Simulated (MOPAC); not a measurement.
MOPAC input (PM6):

```
PM6 PRECISE GNORM=0.05 LET XYZ GEO-OK AUX(PRECISION=9) THREADS=1
CH3BI2O

C    -3.01134000 1   -0.36314900 1   -0.18806000 1
O    -1.91370000 1    0.46661400 1    0.21245500 1
B    -0.62523400 1    0.18616700 1    0.08546200 1
I     0.78760700 1    1.64465400 1    0.78684600 1
I     0.08729800 1   -1.65980900 1   -0.78964500 1
H    -3.91894800 1    0.17810800 1    0.06500300 1
H    -2.97767400 1   -1.31216000 1    0.34548900 1
H    -2.96956800 1   -0.54757300 1   -1.26075400 1
```

Output:

```
 *******************************************************************************
 **                                                                           **
 **                              MOPAC v23.2.5                                **
 **                                                                           **
 *******************************************************************************
 ** MOPAC's Digital Object Identifier: https://doi.org/10.5281/zenodo.6511958 **
 **                                                                           **
 ** Please cite the open-source release paper for use of this MOPAC version:  **
 ** J. E. Moussa and J. J. P. Stewart (2026)                                  **
 ** MOPAC: An open-source semiempirical molecular orbital program             **
 ** J. Open Source Softw., 11(119), 8025, https://doi.org/10.21105/joss.08025 **
 *******************************************************************************

                              PM6 CALCULATION RESULTS

 *******************************************************************************
 *  PM6        - The PM6 Hamiltonian to be used
 *  GEO-OK     - OVERRIDE INTERATOMIC DISTANCE AND OTHER SAFETY CHECKS
 *  LET        - OVERRIDE SOME SAFETY CHECKS
 *  PRECISE    - TIGHTER CRITERIA TO BE USED
 *  XYZ        - CARTESIAN COORDINATE SYSTEM TO BE USED
 *  GNORM      - EXIT WHEN GRADIENT NORM DROPS BELOW 0.050
 *  AUX        - OUTPUT AUXILIARY INFORMATION
 *******************************************************************************
PM6 PRECISE GNORM=0.05 LET XYZ GEO-OK AUX(PRECISION=9) THREADS=1
 CH3BI2O

   ATOM   CHEMICAL          X               Y               Z
  NUMBER   SYMBOL      (ANGSTROMS)     (ANGSTROMS)     (ANGSTROMS)

     1       C         -3.01134000  *  -0.36314900  *  -0.18806000  *
     2       O         -1.91370000  *   0.46661400  *   0.21245500  *
     3       B         -0.62523400  *   0.18616700  *   0.08546200  *
     4       I          0.78760700  *   1.64465400  *   0.78684600  *
     5       I          0.08729800  *  -1.65980900  *  -0.78964500  *
     6       H         -3.91894800  *   0.17810800  *   0.06500300  *
     7       H         -2.97767400  *  -1.31216000  *   0.34548900  *
     8       H         -2.96956800  *  -0.54757300  *  -1.26075400  *

          CARTESIAN COORDINATES

    NO.       ATOM           X           Y           Z

     1         C         -3.0113     -0.3631     -0.1881
     2         O         -1.9137      0.4666      0.2125
     3         B         -0.6252      0.1862      0.0855
     4         I          0.7876      1.6447      0.7868
     5         I          0.0873     -1.6598     -0.7896
     6         H         -3.9189      0.1781      0.0650
     7         H         -2.9777     -1.3122      0.3455
     8         H         -2.9696     -0.5476     -1.2608

 General Reference for PM6:
 "Optimization of Parameters for Semiempirical Methods V: Modification of NDDO Approximations
 and Application to 70 Elements", J. J. P. Stewart, J. Mol. Mod., 13, 1173-1213 (2007)
 URL: https://link.springer.com/article/10.1007/s00894-007-0233-4

           Empirical Formula: C H3 O B I2  =     8 atoms

      MOLECULAR POINT GROUP   :   Cs

      RHF CALCULATION, NO. OF DOUBLY OCCUPIED LEVELS = 15

          Geometry optimization using EF

          DIAGONAL MATRIX USED AS START HESSIAN

 CYCLE:     1  GRAD.:    24.174 HEAT: -66.91845
 CYCLE:     2  GRAD.:    90.672 HEAT: -63.99283
 CYCLE:     3  GRAD.:    57.287 HEAT: -66.49546
 CYCLE:     4  GRAD.:   217.883 HEAT: -53.88664
 CYCLE:     5  GRAD.:    71.868 HEAT: -65.26868
 CYCLE:     6  GRAD.:    98.583 HEAT: -61.09010
 CYCLE:     7  GRAD.:    24.541 HEAT: -67.39232
 CYCLE:     8  GRAD.:   112.215 HEAT: -62.22593
 CYCLE:     9  GRAD.:     9.650 HEAT: -67.62649
 CYCLE:    10  GRAD.:    20.447 HEAT: -67.40609
 CYCLE:    11  GRAD.:     2.575 HEAT: -67.71268
 CYCLE:    12  GRAD.:     2.245 HEAT: -67.72564
 CYCLE:    13  GRAD.:     1.940 HEAT: -67.74757
 CYCLE:    14  GRAD.:     1.026 HEAT: -67.76996
 CYCLE:    15  GRAD.:     0.745 HEAT: -67.77213
 CYCLE:    16  GRAD.:     0.889 HEAT: -67.77509
 CYCLE:    17  GRAD.:     3.660 HEAT: -67.77432
 CYCLE:    18  GRAD.:     1.346 HEAT: -67.77962
 CYCLE:    19  GRAD.:     0.430 HEAT: -67.78127
 CYCLE:    20  GRAD.:     0.244 HEAT: -67.78183
 CYCLE:    21  GRAD.:     0.095 HEAT: -67.78193
 CYCLE:    22  GRAD.:     0.035 HEAT: -67.78194

     GRADIENT =  0.03467 IS LESS THAN CUTOFF =  0.05000

 -------------------------------------------------------------------------------
 PM6 PRECISE GNORM=0.05 LET XYZ GEO-OK AUX(PRECISION=9) THREADS=1
 CH3BI2O

     GEOMETRY OPTIMISED USING EIGENVECTOR FOLLOWING (EF).
     SCF FIELD WAS ACHIEVED

                              PM6 CALCULATION
                                                       MOPAC v23.2.5 Linux

          FINAL HEAT OF FORMATION =        -67.78194 KCAL/MOL =    -283.59963 KJ/MOL

          COSMO AREA              =        152.69 SQUARE ANGSTROMS
          COSMO VOLUME            =        147.51 CUBIC ANGSTROMS

          GRADIENT NORM           =          0.03467          =       0.01226 PER ATOM
          IONIZATION POTENTIAL    =          9.517803 EV
          HOMO LUMO ENERGIES (EV) =         -9.518 -2.631
          NO. OF FILLED LEVELS    =         15
          MOLECULAR WEIGHT        =        295.6531         POINT GROUP:  Cs

          MOLECULAR DIMENSIONS (Angstroms)

            Atom       Atom       Distance
            H     6    I     4     4.84361
            I     5    I     4     3.31667
            H     8    H     7     1.81385

          SCF CALCULATIONS        =         23

   ATOM   CHEMICAL          X               Y               Z
  NUMBER   SYMBOL      (ANGSTROMS)     (ANGSTROMS)     (ANGSTROMS)

     1       C         -2.99396045  *  -0.32280760  *  -0.16875733  *
     2       O         -1.87633436  *   0.49524302  *   0.22626356  *
     3       B         -0.59988997  *   0.14116456  *   0.06415997  *
     4       I          0.73556798  *   1.64826628  *   0.78830472  *
     5       I          0.10744329  *  -1.69140945  *  -0.80458393  *
     6       H         -3.86383966  *   0.28625443  *   0.11676887  *
     7       H         -2.97229515  *  -1.26966378  *   0.38505627  *
     8       H         -2.96404592  *  -0.49010713  *  -1.25271393  *

                             CARTESIAN COORDINATES

   1    C       -2.993960452    -0.322807598    -0.168757330
   2    O       -1.876334358     0.495243021     0.226263555
   3    B       -0.599889974     0.141164561     0.064159973
   4    I        0.735567980     1.648266283     0.788304717
   5    I        0.107443292    -1.691409454    -0.804583934
   6    H       -3.863839656     0.286254426     0.116768873
   7    H       -2.972295151    -1.269663782     0.385056274
   8    H       -2.964045919    -0.490107135    -1.252713930

           Empirical Formula: C H3 O B I2  =     8 atoms

      MOLECULAR POINT GROUP   :   Cs

                  EIGENVALUES
 -31.94285 -26.32149 -21.09501 -20.40495 -19.30328 -17.00120 -16.90693 -14.73915
 -13.18765 -13.15403 -10.80135 -10.52936 -10.39681  -9.95031  -9.51780  -2.63125
  -0.65315  -0.64450   1.17837   3.03726   4.52527   4.54287   4.96176 109.89979
 110.31708 110.35145 111.23626 111.24221 111.63450 111.65058 112.01667 112.16068
 112.36569

              NET ATOMIC CHARGES AND DIPOLE CONTRIBUTIONS

  ATOM NO.   TYPE          CHARGE      No. of ELECS.   s-Pop       p-Pop       d-Pop
    1          C          -0.181586        4.1816     1.11056     3.07103
    2          O          -0.320029        6.3200     1.75114     4.56889
    3          B           0.344199        2.6558     0.97883     1.67698
    4          I          -0.134526        7.1345     1.96146     5.17020     0.00287
    5          I          -0.191048        7.1910     1.96297     5.22529     0.00279
    6          H           0.167285        0.8327     0.83272
    7          H           0.157849        0.8422     0.84215
    8          H           0.157858        0.8421     0.84214
 DIPOLE           X         Y         Z       TOTAL
 POINT-CHG.    -3.676    -0.864    -0.430     3.800
 HYBRID         0.357     0.087     0.043     0.370
 SUM           -3.319    -0.776    -0.386     3.430

          ATOMIC ORBITAL ELECTRON POPULATIONS

     Atom    s        px        py        pz      x^2-y^2     xz        z^2       yz        xy
    1  C   1.11056   0.89188   1.04465   1.13450
    2  O   1.75114   1.30158   1.57681   1.69050
    3  B   0.97883   0.66137   0.58123   0.43438
    4  I   1.96146   1.68789   1.61573   1.86658   0.00061   0.00038   0.00035   0.00049   0.00104
    5  I   1.96297   1.91476   1.47586   1.83467   0.00077   0.00023   0.00030   0.00075   0.00075
    6  H   0.83272
    7  H   0.84215
    8  H   0.84214

 **********************
 *                    *
 * JOB ENDED NORMALLY *
 *                    *
 **********************

 == MOPAC DONE ==
```

The geometry given is a B3LYP-D3(BJ)/def2-TZVP minimum.
